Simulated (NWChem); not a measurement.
System: BNH$_{3}$OCl; SMILES OB(N)Cl

```xyz
7

B     -0.0229     0.4580     0.0000
Cl     0.0137    -1.3355     0.0000
O     -1.2148     1.1097     0.0000
H     -1.9640     0.5079     0.0000
N      1.1825     1.1631     0.0000
H      1.2031     2.1737     0.0000
H      2.0846     0.7124     0.0000
```
Atoms are numbered in this order, from 1.

Results from NWChem. The geometry was optimised at PBE0/def2-SVP. Level SCAN/def2-SVP: energy and gradient on several grids; changes count from the extra-fine grid, which is no exact limit either.

```tsv
grid	size of the energy change (μHa)	largest change of a gradient component (μHa/bohr)
xcoarse	10000	5000
coarse	7000	2000
medium	3000	1000
fine	100	700
xfine	< 10	< 30
```
